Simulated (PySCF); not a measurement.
Species: C5H4BrNO.
SMILES with atom numbers: `[CH2:1]=[CH:2][O:3]/[CH:4]=[C:5](\[Br:6])[C:7]#[N:8]` (hydrogens: H9, H10 on C1; H11 on C2; H12 on C4)

Method: PBE0-D3(BJ)/def2-SVP geometry optimisation, gas phase (PySCF 2.14.0).

Problem. Give the optimised bond lengths and angles.

Solution. 
```csv
bond,length (Å),order
C1=C2,1.328,double
C2–O3,1.366,single
O3–C4,1.325,single
C4=C5,1.349,double
C5–Br6,1.879,single
C5–C7,1.418,single
C7≡N8,1.161,triple
C1–H9,1.090,single
C1–H10,1.092,single
C2–H11,1.096,single
C4–H12,1.097,single
```

Orders are formal, as drawn. A selection of angles:
```csv
angle,degrees
C2–C1–H9,119.6
C2–C1–H10,121.1
H9–C1–H10,119.3
C1–C2–O3,121.1
C1–C2–H11,123.9
O3–C2–H11,115.1
C2–O3–C4,119.5
O3–C4–C5,122.4
O3–C4–H12,117.8
C5–C4–H12,119.8
C4–C5–Br6,121.7
C4–C5–C7,120.9
Br6–C5–C7,117.4
C5–C7–N8,179.9
```

Dihedral angles: C1–C2–O3–C4 179° (antiperiplanar); C2–O3–C4–C5 180° (antiperiplanar); O3–C4–C5–Br6 0° (synperiplanar).

The C–C distances run from 1.328 Å (C1=C2, drawn double) to 1.418 Å (C5–C7, drawn single), a spread of 0.090 Å. The C–O distances run from 1.325 Å (O3–C4, drawn single) to 1.366 Å (C2–O3, drawn single), a spread of 0.041 Å. Of the pairs four or more bonds apart, H11···H12 is among the closest relative to their van der Waals radii: 2.18 Å, 91 % of the sum of Bondi's values. The 8 heavy atoms lie in one plane (0.008 Å rms).

PBE0-D3(BJ)/def2-SVP frequencies: not computed here. One conformer, not necessarily the lowest.

Time: 1.7 min wall; peak memory 0.77 GiB. Hardware: Arm Neoverse N1, one thread, shared host with 64 logical CPUs at a one-minute load of 27. That covers the optimisation of the geometry.
